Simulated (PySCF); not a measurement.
Input for PySCF: R-BP86/LANL2DZ on CdH4Si (SMILES [SiH3][CdH]), a point of a bond scan (R = 2.230 Å).

```python
from pyscf import gto, scf, dft, mp
from pyscf.data.elements import chemcore

mol = gto.M(
    atom='''
    Cd   -0.56643322   -0.31054170   -0.07977578
    H    -2.04529859   -1.12131577   -0.28805742
    Si    1.63488208    0.89630877    0.23025485
    H     2.55626370    0.44254524    2.20985951
    H     1.47089364    2.37203423    0.15366084
    H     2.62571392    0.51316070   -0.80992508
    ''',
    basis='lanl2dz',
    ecp={'Cd': 'lanl2dz', 'Si': 'lanl2dz'},
    charge=0, spin=0, verbose=3, max_memory=1800)
mf = dft.RKS(mol, xc='b88,p86')
mf.conv_tol = 1e-8
mf.max_cycle = 100
mf.kernel()
if not mf.converged:
    mf = mf.newton().run(mf.mo_coeff, mf.mo_occ)
```

Program output:

```
converged SCF energy = -54.5416585501626
```

The run converged.

Cost: roughly 6 core-seconds.
